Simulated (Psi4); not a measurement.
C$_{3}$H$_{9}$B, triplet, at a GFN2-xTB geometry (a higher spin typed on purpose: for a closed-shell molecule this is an excited state); SVWN/3-21G in Psi4.

Here is a job for Psi4.
```
memory 2 GB

molecule {
0 3
  B     0.05650358    0.39417268    0.34215853
  C     1.41954857   -0.13518450   -0.48372115
  H     1.23896787   -1.03247355   -1.07187377
  H     2.08937162   -0.36474791    0.33933365
  H     1.85126810    0.63004949   -1.11693327
  C    -0.56583753   -0.64972355    1.37286759
  H    -0.79811715   -1.61888125    0.91410609
  H    -1.49285218   -0.28887489    1.82201511
  H     0.10206547   -0.85538698    2.21126460
  C    -0.85670585    0.67333727   -1.03925510
  H    -1.79304235    1.01427906   -0.60819344
  H    -1.02816575   -0.22719148   -1.62518173
  H    -0.43404466    1.44178876   -1.67467795
}

set basis 3-21g
set reference uks
set df_basis_scf cc-pvtz-jkfit

energy('svwn')
print_variables()
```

The log (banner, timings and long lists left out):

```
   => Loading Basis Set <=

    Name: 3-21G
    Role: ORBITAL
    Keyword: BASIS

         ---------------------------------------------------------
                                   SCF
               by Justin Turney, Rob Parrish, Andy Simmonett
                          and Daniel G. A. Smith
                              UKS Reference
         ---------------------------------------------------------

  ==> Geometry <==

    Molecular point group: c1
    Full point group: C1

    Geometry (in Angstrom), charge = 0, multiplicity = 3:

       Center              X                  Y                   Z               Mass
    ------------   -----------------  -----------------  -----------------  -----------------
         B            0.050806186169     0.364053143602     0.321667280884    11.009305360000
         C            1.413851176169    -0.165304036398    -0.504212399116    12.000000000000
         H            1.233270476169    -1.062593086398    -1.092365019116     1.007825032230
         H            2.083674226169    -0.394867446398     0.318842400884     1.007825032230
         H            1.845570706169     0.599929953602    -1.137424519116     1.007825032230
         C           -0.571534923831    -0.679843086398     1.352376340884    12.000000000000
         H           -0.803814543831    -1.649000786398     0.893614840884     1.007825032230
         H           -1.498549573831    -0.318994426398     1.801523860884     1.007825032230
         H            0.096368076169    -0.885506516398     2.190773350884     1.007825032230
         C           -0.862403243831     0.643217733602    -1.059746349116    12.000000000000
         H           -1.798739743831     0.984159523602    -0.628684689116     1.007825032230
         H           -1.033863143831    -0.257311016398    -1.645672979116     1.007825032230
         H           -0.439742053831     1.411669223602    -1.695169199116     1.007825032230

  Running in c1 symmetry.

  Rotational constants: A =      0.27626  B =      0.21646  C =      0.13593 [cm^-1]
  Rotational constants: A =   8282.04893  B =   6489.31866  C =   4075.07347 [MHz]
  Nuclear repulsion =  112.372945730063662

  Charge       = 0
  Multiplicity = 3
  Electrons    = 32
  Nalpha       = 17
  Nbeta        = 15

  ==> Algorithm <==

  SCF Algorithm Type is DF.
  DIIS enabled.
  MOM disabled.
  Fractional occupation disabled.
  Guess Type is SAD.
  Energy threshold   = 1.00e-06
  Density threshold  = 1.00e-06
  Integral threshold = 1.00e-12

  ==> Primary Basis <==

  Basis Set: 3-21G
    Blend: 3-21G
    Number of shells: 38
    Number of basis functions: 54
    Number of Cartesian functions: 54
    Spherical Harmonics?: false
    Max angular momentum: 1

  ==> DFT Potential <==

   => LibXC <=

    Version 7.1.2
    S. Lehtola, C. Steigemann, M. J. T. Oliveira, and M. A. L. Marques,  SoftwareX 7, 1–5 (2018) (10.1016/j.softx.2017.11.002)

   => Composite Functional: SVWN <=

    Slater exchange
    Vosko, Wilk & Nusair (VWN5_RPA)
    P. A. M. Dirac,  Math. Proc. Cambridge Philos. Soc. 26, 376 (1930) (10.1017/S0305004100016108)
    F. Bloch,  Z. Phys. 57, 545 (1929) (10.1007/BF01340281)
    S. H. Vosko, L. Wilk, and M. Nusair,  Can. J. Phys. 58, 1200 (1980) (10.1139/p80-159)

    Deriv               =              1
    GGA                 =          FALSE
    Meta                =          FALSE

    Exchange Hybrid     =          FALSE
    MP2 Hybrid          =          FALSE

   => Exchange Functionals <=

    1.0000         XC_LDA_X

   => Correlation Functionals <=

    1.0000   XC_LDA_C_VWN_RPA

   => LibXC Density Thresholds  <==

    XC_LDA_C_VWN_RPA:  1.00E-15
    XC_LDA_X:  1.00E-15

   => Molecular Quadrature <=

    Radial Scheme          =       TREUTLER
    Pruning Scheme         =           NONE
    Nuclear Scheme         =       TREUTLER

    Blocking Scheme        =         OCTREE
    BS radius alpha        =              1
    Pruning alpha          =              1
    Radial Points          =             75
    Spherical Points       =            302
    Total Points           =         277182
    Total Blocks           =           2112
    Max Points             =            256
    Max Functions          =             53
    Weights Tolerance      =       1.00E-15

   => Loading Basis Set <=

    Name: CC-PVTZ-JKFIT
    Role: JKFIT
    Keyword: DF_BASIS_SCF

  ==> Integral Setup <==

  SCF_SUBTYPE=INCORE selected. In-core MEM_DF algorithm will be used.
  Using in-core AOs.

  ==> MemDFJK: Density-Fitted J/K Matrices <==

    J tasked:                   Yes
    K tasked:                    No
    wK tasked:                   No
    Algorithm:                 Core
    Schwarz Cutoff:           1E-12
    Mask sparsity (%):       0.7545
    Fitting Condition:        1E-10

   => Auxiliary Basis Set <=

  Basis Set: CC-PVTZ-JKFIT
    Blend: CC-PVTZ-JKFIT
    Number of shells: 190
    Number of basis functions: 699
    Number of Cartesian functions: 699
    Spherical Harmonics?: false
    Max angular momentum: 4

  Minimum eigenvalue in the overlap matrix is 7.7643862045E-03.
  Reciprocal condition number of the overlap matrix is 1.6540018417E-03.
    Using symmetric orthogonalization.

  ==> Pre-Iterations <==

  SCF Guess: Superposition of Atomic Densities via on-the-fly atomic UHF (no occupation information).

   -------------------------
    Irrep   Nso     Nmo
   -------------------------
     A         54      54
   -------------------------
    Total      54      54
   -------------------------

  ==> Iterations <==

                           Total Energy        Delta E     RMS |[F,P]|

   @DF-UKS iter SAD:  -142.18632316120127   -1.42186e+02   0.00000e+00
   @DF-UKS iter   1:  -142.30686649364156   -1.20543e-01   1.82238e-02 ADIIS/DIIS
   @DF-UKS iter   2:  -141.89207564905470    4.14791e-01   2.27775e-02 ADIIS/DIIS
   @DF-UKS iter   3:  -142.80921524800075   -9.17140e-01   4.72945e-04 ADIIS/DIIS
   @DF-UKS iter   4:  -142.80969556570909   -4.80318e-04   2.63264e-04 ADIIS/DIIS
   @DF-UKS iter   5:  -142.80981727302446   -1.21707e-04   1.04951e-04 ADIIS/DIIS
   @DF-UKS iter   6:  -142.80983309387577   -1.58209e-05   3.09230e-05 DIIS
   @DF-UKS iter   7:  -142.80983489199804   -1.79812e-06   2.22081e-06 DIIS
   @DF-UKS iter   8:  -142.80983490312173   -1.11237e-08   7.82755e-07 DIIS
  Energy and wave function converged.

  ==> Post-Iterations <==

   Electrons on quadrature grid:
      Nalpha   =   16.9999960556 ; deviation = -3.944e-06
      Nbeta    =   14.9999953750 ; deviation = -4.625e-06
      Ntotal   =   31.9999914306 ; deviation = -8.569e-06

   @Spin Contamination Metric:   1.614122590E-03
   @S^2 Expected:                2.000000000E+00
   @S^2 Observed:                2.001614123E+00
   @S   Expected:                1.000000000E+00
   @S   Observed:                1.000000000E+00

    Orbital Energies [Eh]
    ---------------------

    Alpha Occupied:

[...]
    Alpha Virtual:

[...]
      54A      1.905878

    Beta Occupied:

[...]
    Beta Virtual:

[...]
    Final Occupation by Irrep:
              A
    DOCC [    15 ]
    SOCC [     2 ]
    NA   [    17 ]
    NB   [    15 ]

  @DF-UKS Final Energy:  -142.80983490312173

   => Energetics <=

    Nuclear Repulsion Energy =            112.3729457300636625
    One-Electron Energy =                -413.4857314918556312
    Two-Electron Energy =                 181.0038388398935467
    DFT Exchange-Correlation Energy =     -22.7008879812232855
    Empirical Dispersion Energy =           0.0000000000000000
    VV10 Nonlocal Energy =                  0.0000000000000000
    Total Energy =                       -142.8098349031217253

  UHF NO Occupations:
  HONO-2 :   15  A 1.9996397
  HONO-1 :   16  A 1.0000000
  HONO-0 :   17  A 1.0000000
  LUNO+0 :   18  A 0.0003603
  LUNO+1 :   19  A 0.0001480
  LUNO+2 :   20  A 0.0001173
  LUNO+3 :   21  A 0.0000489

Computation Completed

Properties will be evaluated at   0.000000,   0.000000,   0.000000 [a0]

Properties computed using the SCF density matrix

 Multipole Moments:

 ------------------------------------------------------------------------------------
     Multipole            Electronic (a.u.)      Nuclear  (a.u.)        Total (a.u.)
 ------------------------------------------------------------------------------------

 L = 1.  Multiply by 2.5417464519 to convert [e a0] to [Debye]
 Dipole X            :          0.3915675           -0.3445284            0.0470391
 Dipole Y            :          1.5530249           -1.8213657           -0.2683407
 Dipole Z            :          0.6558430           -1.2391312           -0.5832882
 Magnitude           :                                                    0.6437737

 ------------------------------------------------------------------------------------

  Variable Map:
  ----------------------------------------------------------------------------
[...]
  Array Variable Map:
  ----------------------------------------------------------------------------
[...]
[...]
```
